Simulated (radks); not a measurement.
Q: Radial electron density D(r) = 4 pi r^2 rho(r) of an atom or ion with 44 electrons. All-electron calculation, scalar-relativistic Kohn-Sham, AM05, spin-polarised, spherical densities, finite nucleus; Fermi nuclear charge, rms radius of each element as measured or else 0.836 A^(1/3) + 0.57 fm. Program: a radial shooting solver on a logarithmic mesh with Libxc functionals.

r (bohr),D(r) (e/bohr),spin D(r)
0.002864,6.547,-0.0000676
0.003281,8.152,-0.0000840
0.003759,10.10,-0.000104
0.004307,12.43,-0.000128
0.004934,15.18,-0.000156
0.005653,18.40,-0.000188
0.006477,22.09,-0.000226
0.007421,26.25,-0.000268
0.008502,30.80,-0.000314
0.009662,35.36,-0.000360
0.01107,40.32,-0.000411
0.01268,45.18,-0.000463
0.01453,49.63,-0.000513
0.01665,53.34,-0.000560
0.01907,55.95,-0.000603
0.02185,57.22,-0.000641
0.02503,57.03,-0.000669
0.02868,55.52,-0.000673
0.03286,53.16,-0.000616
0.03765,50.70,-0.000407
0.04279,49.17,0.000101
0.04902,49.27,0.00132
0.05616,51.74,0.00387
0.06434,56.52,0.00882
0.07372,62.65,0.0177
0.08446,68.37,0.0328
0.09676,71.64,0.0564
0.1109,70.89,0.0910
0.127,65.92,0.138
0.1455,58.33,0.195
0.1654,51.42,0.254
0.1895,47.21,0.312
0.2171,47.69,0.348
0.2487,51.70,0.348
0.2849,55.78,0.300
0.3264,56.06,0.209
0.374,50.52,0.0970
0.4285,40.25,0.0103
0.4909,28.74,0.00261
0.5624,19.76,0.117
0.6444,15.23,0.365
0.7323,14.50,0.688
0.839,15.34,1.05
0.9613,15.66,1.34
1.101,14.42,1.49
1.262,11.86,1.46
1.446,8.823,1.29
1.656,6.051,1.04
1.897,3.897,0.758
2.174,2.384,0.503
2.491,1.385,0.301
2.831,0.7842,0.167
3.243,0.3958,0.0790
3.715,0.1803,0.0322
4.257,0.07247,0.0110
4.877,0.02513,0.00300
5.587,0.007337,0.000605

What is the nuclear charge?

A: Z = 45. The innermost maximum, from 1s, lies near gamma/Z bohr with gamma = sqrt(1 - (Z/c)^2) = 0.945, here 0.021 bohr (found: 0.0229), and its height grows with Z. The density is that of the rhodium ion Rh+ in [Kr] 4d8; the configuration itself is not fixed sharply by these data, and Z only to a few units. D(r) has 4 maxima, at r = 0.0229, 0.102, 0.309, 0.931 bohr, and minima at 0.0456, 0.200, 0.709 bohr, inside which lie 2.02, 11.16, 29.04 electrons.
